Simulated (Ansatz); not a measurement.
All numbers were calculated with Ansatz.

Basis-set series for CH$_{6}$NO$_{2}$Ta, SMILES `[CH3][Ta](=[NH])([OH])[OH]`. Total charge 0; spin multiplicity 1. Ta: def2 effective core potential. Geometry: relaxed with PBE0-D4/def2-TZVP. It is one conformer, not always the lowest.

```json
{"functional": "PBE0-D4", "basis": "def2-SVP", "functions": "118", "energy (Eh)": "-303.61101", "HOMO (eV)": "-7.44", "LUMO (eV)": "-0.20"}
{"functional": "PBE0-D4", "basis": "def2-QZVPP", "functions": "489", "energy (Eh)": "-303.94321", "HOMO (eV)": "-7.53", "LUMO (eV)": "-0.34"}
{"functional": "ωB97M-V", "basis": "def2-SVP", "functions": "118", "energy (Eh)": "-303.70234", "HOMO (eV)": "-9.76", "LUMO (eV)": "1.59"}
{"functional": "ωB97M-V", "basis": "def2-QZVPP", "functions": "489", "energy (Eh)": "-304.04467", "HOMO (eV)": "-9.87", "LUMO (eV)": "0.65"}
```

**Question.** Give the rows for def2-TZVPP. (Estimate.)

**Answer.** The calculation gave: 
```
functional       basis  functions  energy (Eh)  HOMO (eV)  LUMO (eV)
   PBE0-D4  def2-TZVPP        264   -303.92811      -7.49      -0.26
   ωB97M-V  def2-TZVPP        264   -304.03023      -9.83       1.23
```

Positive LUMOs are unbound and depend on the basis.
